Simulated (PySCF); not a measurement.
B(F)2(iPr) (C3H7BF2), SMILES FB(C(C)C)F. The structure is a stationary point at PBE-D3(BJ)/def2-SVP. Other conformers were not sampled.

Computed equilibrium geometry at PBE-D3(BJ)/def2-SVP (PySCF confirms it by a frequency run) as a Z-matrix, and its point group (one conformer of several):
point group Cs.
```
C
H 1 1.1204
C 1 1.5375 2 107.47
H 3 1.1078 1 111.91 2 59.70
H 3 1.1097 4 107.91 1 122.70
H 3 1.1103 4 107.35 5 115.21
C 1 1.5375 2 107.47 3 -121.68
H 7 1.1078 1 111.91 2 -59.70
H 7 1.1097 8 107.91 1 -122.70
H 7 1.1103 8 107.35 9 -115.21
B 1 1.5743 2 102.53 3 119.16
F 11 1.3358 1 122.11 2 88.95
F 11 1.3358 12 115.75 1 178.03
```
Charge 0, spin multiplicity 1.
